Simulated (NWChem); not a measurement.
Molecule: C5H5Cl; SMILES C=C=C/C=C/Cl

```xyz
11

C      0.9658    -3.0801     0.0000
C     -0.0262    -2.2305     0.0000
C     -1.0255    -1.3709     0.0000
C     -0.9249     0.0904     0.0000
C      0.2205     0.7845     0.0000
Cl     0.2736     2.5044     0.0000
H      1.3977    -3.4531     0.9362
H      1.3977    -3.4531    -0.9362
H     -2.0420    -1.7827     0.0000
H     -1.8688     0.6425     0.0000
H      1.2059     0.3114     0.0000
```
Atoms are numbered in this order, from 1.

Results from NWChem. Pople sets run with spherical d functions. Medium grid unless said otherwise, to which SCAN and Minnesota functionals are sensitive. Coordinates come from a PBE0/def2-SVP optimisation. Level r2SCAN/6-31G*: single points from the atomic guess with DIIS by default; each run changes one setting, and all converged runs end within 0.3 mHa of each other. NWChem's automatic level shift, which a small gap switches on, acted in some of these runs.

Q: Which setting needs the most SCF iterations, or fails (occupation smearing of 0.005 Ha; core-Hamiltonian guess; no DIIS, 40 % damping; no level shifting; defaults)?

A: no DIIS, 40 % damping, with 44 against 10 for the defaults.
| setting | SCF iterations |
|---|---|
| defaults | 10 |
| core-Hamiltonian guess | 19 |
| no DIIS, 40 % damping | 44 |
| no level shifting | 10 |
| occupation smearing of 0.005 Ha | 10 |
